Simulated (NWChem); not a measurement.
O[Si](Cl)(Cl)Cl (SiHOCl3), optimised at PBE0/def2-SVP with NWChem:

highest occupied level (eV): -9.20
orbital gap (eV): 9.39
dipole (D): 1.82
highest harmonic frequency (cm⁻¹): 3923
zero-point energy (kcal/mol): 12.4

All stand in one matching conformer (torsions within 35°), which need not be the lowest.

One Cl atom is replaced by H, giving O[SiH](Cl)Cl (SiH₂OCl₂), optimised at the same level. How do these values move?


| quantity | new value | change |
|---|---|---|
| highest occupied level (eV) | -9.04 | +0.16 |
| orbital gap (eV) | 9.91 | +0.52 |
| dipole (D) | 1.11 | -0.71 |
| highest harmonic frequency (cm⁻¹) | 3925 | +2 |
| zero-point energy (kcal/mol) | 16.8 | +4.4 |
